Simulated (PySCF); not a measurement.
**Working out the ionisation energy of Ni**

Ni [Ar] 3d8 4s2 (3F) → Ni⁺ [Ar] 3d9 (2D). Calculation: PySCF 2.14, in jorge-DZP-DKH; the spin-free X2C one-electron Hamiltonian (Gaussian nucleus). Frozen: [Ar]. Energies in hartree (1 hartree = 27.21139 eV):

| part | Ni (lower) | Ni⁺ (upper) |
| --- | --- | --- |
| UHF | -1518.996971 | -1518.678492 |
| MP2 opposite-spin | -0.131622 | -0.152722 |
| MP2 same-spin | -0.072375 | -0.090138 |

What does Hartree-Fock give?

(-1518.678492) − (-1518.996971) = 0.318479 hartree = 8.666 eV.

What do MP2 and SCS-MP2 (6/5 opposite-spin, 1/3 same-spin) give?

The opposite-spin parts differ by -0.574 eV and the same-spin parts by -0.483 eV. MP2: 8.666 + (-0.574) + (-0.483) = 7.609 eV. SCS-MP2: 8.666 + 1.2 × (-0.574) + (-0.483)/3 = 7.816 eV.

Reference: 7.640 eV (measured; NIST Atomic Spectra Database, ionization energies), between the lowest levels; spin-orbit coupling is absent from the calculation.

A double-zeta basis recovers only part of the correlation energy.

What remains against the reference includes basis incompleteness, the frozen core and correlation beyond second order.
